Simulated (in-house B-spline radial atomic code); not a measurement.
A fraction x of an electron is removed from 4p in Br2+, starting from [Ar] 3d10 4s2 4p3 and keeping the highest spin. All numbers are computed (scalar-relativistic (X2C) LDA PW92, spin-polarised, spherical fractional occupations; Fermi nucleus of rms radius 4.1629 fm) with an all-electron radial atomic-structure program (B-spline basis), not measured.

```tsv
x	E(x) - E(0) (eV)	4p up level (eV)
0	0.0000	-29.457
0.09	2.6965	-30.467
0.16	4.8569	-31.258
0.27	8.3640	-32.508
0.5	16.1440	-35.151
0.58	18.9933	-36.080
0.68	22.6596	-37.247
0.77	26.0593	-38.303
0.93	32.3388	-40.194
1	35.1815	-41.027
```

The exact functional would give a straight line between the two integer points. Deviations E(x) - E(0) - x[E(1) - E(0)], in eV: -0.47 at x = 0.09, -0.772 at x = 0.16, -1.135 at x = 0.27, -1.447 at x = 0.5, -1.412 at x = 0.58, -1.264 at x = 0.68, -1.03 at x = 0.77, -0.38 at x = 0.93.

The curve lies below the straight line by up to 1.447 eV (at x = 0.5): convex, the delocalisation error that favours fractional charges.

Q: How well does Slater's transition state (minus the level at half occupation) give the ionisation energy?

A: It gives 35.151 eV against 35.181 eV from the two total energies; NIST lists 34.87 eV, ground level to ground level.
